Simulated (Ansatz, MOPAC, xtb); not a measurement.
Pulling on the H–H spacing in H4 rectangle (multiplicity 1 held). Energies count from the point at 4.000 Å.
Geometry at that point (charge 0, multiplicity 1):
```xyz
4

H      0.000     0.000     0.000
H      0.000     0.000     1.000
H      4.000     0.000     0.000
H      4.000     0.000     1.000
```

Unrestricted levels (U-) break spin symmetry where that is lower. Active spaces are followed from rest. Full CI gives the lowest state of the spin. Left out are points that failed, MP2 points that dive below the minimum, coupled-cluster points behind a jump of the amplitudes or a sharp parting from full CI or MRCI, small-basis points behind a change of solution, and semi-empirical points at long bonds. Curves can end on different states.

The state that PM6 reach isn't checked.

The values were computed with Ansatz (Gaussian orbitals); MOPAC for PM6 (differences of heats of formation); xtb for the GFN methods. Each number belongs to the level named beside it. The GFN methods have no spin term and hold the electronic entropy of 300 K.

Energies in eV.

```json
[
 {"R (Å)": "1.050", "PM6": "2.66", "GFN2-xTB": "7.78", "U-CCSD(T)/cc-pVDZ": "5.30", "SC-NEVPT2 on CASSCF(4,4)/cc-pVDZ": "5.41", "FCI/cc-pVDZ": "5.39"},
 {"R (Å)": "1.100", "PM6": "2.21", "GFN2-xTB": "left out", "U-CCSD(T)/cc-pVDZ": "4.91", "SC-NEVPT2 on CASSCF(4,4)/cc-pVDZ": "4.87", "FCI/cc-pVDZ": "4.84"},
 {"R (Å)": "1.200", "PM6": "1.53", "GFN2-xTB": "left out", "U-CCSD(T)/cc-pVDZ": "3.82", "SC-NEVPT2 on CASSCF(4,4)/cc-pVDZ": "3.80", "FCI/cc-pVDZ": "3.77"},
 {"R (Å)": "1.300", "PM6": "1.08", "GFN2-xTB": "4.25", "U-CCSD(T)/cc-pVDZ": "2.91", "SC-NEVPT2 on CASSCF(4,4)/cc-pVDZ": "2.92", "FCI/cc-pVDZ": "2.90"},
 {"R (Å)": "1.500", "PM6": "0.56", "GFN2-xTB": "2.26", "U-CCSD(T)/cc-pVDZ": "1.68", "SC-NEVPT2 on CASSCF(4,4)/cc-pVDZ": "1.70", "FCI/cc-pVDZ": "1.68"},
 {"R (Å)": "1.800", "PM6": "0.23", "GFN2-xTB": "0.88", "U-CCSD(T)/cc-pVDZ": "0.73", "SC-NEVPT2 on CASSCF(4,4)/cc-pVDZ": "0.74", "FCI/cc-pVDZ": "0.72"},
 {"R (Å)": "2.200", "PM6": "0.07", "GFN2-xTB": "0.24", "U-CCSD(T)/cc-pVDZ": "0.23", "SC-NEVPT2 on CASSCF(4,4)/cc-pVDZ": "0.23", "FCI/cc-pVDZ": "0.23"},
 {"R (Å)": "2.600", "PM6": "0.01", "GFN2-xTB": "0.06", "U-CCSD(T)/cc-pVDZ": "0.06", "SC-NEVPT2 on CASSCF(4,4)/cc-pVDZ": "0.07", "FCI/cc-pVDZ": "0.06"},
 {"R (Å)": "3.000", "PM6": "0.00", "GFN2-xTB": "0.01", "U-CCSD(T)/cc-pVDZ": "0.02", "SC-NEVPT2 on CASSCF(4,4)/cc-pVDZ": "0.02", "FCI/cc-pVDZ": "0.02"},
 {"R (Å)": "4.000", "PM6": "0.00", "GFN2-xTB": "0.00", "U-CCSD(T)/cc-pVDZ": "0.00", "SC-NEVPT2 on CASSCF(4,4)/cc-pVDZ": "0.00", "FCI/cc-pVDZ": "0.00"}
]
```

Doubts at one or more of the structures used: a restricted determinant that unrestricted orbitals would lower (PM6); a spin-contaminated determinant (U-CCSD(T)/cc-pVDZ); T1 above 0.05 (U-CCSD(T)/cc-pVDZ); the program's own flag: large difference (U-CCSD(T)/cc-pVDZ).

Ansatz is a quantum-chemistry and plane-wave program.
